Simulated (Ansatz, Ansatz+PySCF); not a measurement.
```tsv
atom	x (Å)	y (Å)	z (Å)
Si	0.0000	0.0000	-1.1732
Si	0.0000	0.0000	1.1732
H	0.0000	-1.4036	-1.6897
H	-1.2155	0.7018	-1.6897
H	1.2155	0.7018	-1.6897
H	0.0000	1.4036	1.6897
H	-1.2155	-0.7018	1.6897
H	1.2155	-0.7018	1.6897
```

Basis set: def2-SVP (spherical functions). Frozen core: 10 orbitals. Charge 0, multiplicity 1.

Computed with Ansatz (development build ahead of 0.2.0); each method stands on the lowest determinant of its kind that the runs found. Restricted open shells among the atoms or ions are ROHF, correlated in semicanonical orbitals with singles. Restricted functionals stand beside restricted open-shell atoms, which can lie above the unrestricted atoms usual in DFT and then raise those values.

The atomization energy at this shape (free ground-state atoms in the same class of orbitals less the molecule, no zero-point energy) of singlet Si2H6:

```json
{"method": "ωB97X (restricted)", "atomization energy": "534.64 kcal/mol"}
{"method": "ωB97X (unrestricted)", "atomization energy": "532.82 kcal/mol"}
{"method": "r²SCAN (restricted)", "atomization energy": "531.69 kcal/mol"}
{"method": "r²SCAN (unrestricted)", "atomization energy": "529.15 kcal/mol"}
{"method": "PBE0 (restricted)", "atomization energy": "521.54 kcal/mol"}
{"method": "PBE0 (unrestricted)", "atomization energy": "519.97 kcal/mol"}
{"method": "PBE (restricted)", "atomization energy": "519.72 kcal/mol"}
{"method": "PBE (unrestricted)", "atomization energy": "518.61 kcal/mol"}
{"method": "RHF-MP2", "atomization energy": "491.13 kcal/mol"}
{"method": "RHF", "atomization energy": "416.00 kcal/mol"}
{"method": "UHF", "atomization energy": "411.85 kcal/mol"}
```

(1) What does RHF-CCSD(T) give?

Answers

(1) 502.31 kcal/mol.
